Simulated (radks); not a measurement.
Question: All-electron atom: Tb0.7+ in [Kr] 4d10 4f9 5s2 5p(1/2: 2, 3/2: 3.3) 6s2 (fractional occupations, a model configuration). Calculated with a radial shooting solver on a logarithmic mesh with Libxc functionals: Dirac Kohn-Sham, PBE, spin-unpolarised, spherical densities, point nucleus; open shells fill j = l - 1/2 first. Some entries of the table are withheld. Estimate them.

| orbital | occ. | eigenvalue (hartree) | <r^2> (bohr^2) | <1/r> (bohr^-1) |
|---|---|---|---|---|
| 1s1/2 | 2 | -1904.113 | 0.0006315 | 73.13 |
| 2s1/2 | 2 | -315.6972 | 0.009827 | 17.48 |
| 2p1/2 | 2 | (1) | (2) | 17.45 |
| 2p3/2 | 4 | (3) | (4) | 15.35 |
| 3s1/2 | 2 | -70.22089 | 0.06537 | 6.379 |
| 3p1/2 | 2 | -63.39941 | 0.06079 | 6.293 |
| 3p3/2 | 4 | -57.73478 | 0.06780 | 5.760 |
| 3d3/2 | 4 | -45.99551 | 0.05394 | 5.640 |
| 3d5/2 | 6 | -44.75967 | 0.05589 | 5.508 |
| 4s1/2 | 2 | -14.12655 | 0.3313 | 2.663 |
| 4p1/2 | 2 | -11.45525 | 0.3482 | 2.555 |
| 4p3/2 | 4 | -10.19585 | 0.3870 | 2.373 |
| 4d3/2 | 4 | -5.80083 | (5) | 2.152 |
| 4d5/2 | 6 | -5.57356 | (6) | 2.107 |
| 5s1/2 | 2 | -2.01978 | 1.960 | 1.009 |
| 5p1/2 | 2 | -1.29577 | 2.498 | 0.8883 |
| 5p3/2 | 3.3 | -1.13015 | 2.843 | 0.8246 |
| 4f5/2 | 6 | -0.40205 | 1.041 | 1.529 |
| 4f7/2 | 3 | -0.37298 | 1.089 | 1.506 |
| 6s1/2 | 2 | -0.29945 | 15.20 | 0.3423 |

Answer: 
(1) 2p1/2 eigenvalue (hartree): -299.9956
(2) 2p1/2 <r^2> (bohr^2): 0.007124
(3) 2p3/2 eigenvalue (hartree): -272.5568
(4) 2p3/2 <r^2> (bohr^2): 0.008354
(5) 4d3/2 <r^2> (bohr^2): 0.4438
(6) 4d5/2 <r^2> (bohr^2): 0.4593
